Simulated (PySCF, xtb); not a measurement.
B(GeH3)(Me)2 (C2H9BGe), SMILES C[B](C)[GeH3].

GFN2-xTB (xtb 6.7.1) at its own geometry gives an orbital gap of 3.54 eV and a dipole moment of 2.37 D.

Geometry: PBE0-D3(BJ)/def2-SVP.

### Question
What does PBE0/def2-TZVP in PySCF give? (The exact figures need the calculation; the answer reports its results.)

### Answer
gap 6.29 eV (levels -7.53 and -1.24 eV), dipole 1.58 D.
